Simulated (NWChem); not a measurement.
Molecule: C3H4BrF; SMILES F[C@@H]1C[C@H]1Br

Program: NWChem. Pople sets run with spherical d functions. All runs use the structure optimised with B3LYP/6-31G* (spherical d). Level: M05-2X/6-31G* with SMD (1 M gas to 1 M solution), gas-phase geometry.

**Question.** Order these by “solvation free energy (kcal/mol)”, lowest first: 1,4-dioxane; water; dichloromethane; methanol.

**Answer.** dichloromethane (-6.7), methanol (-6.1), 1,4-dioxane (-4.0), water (-2.4)
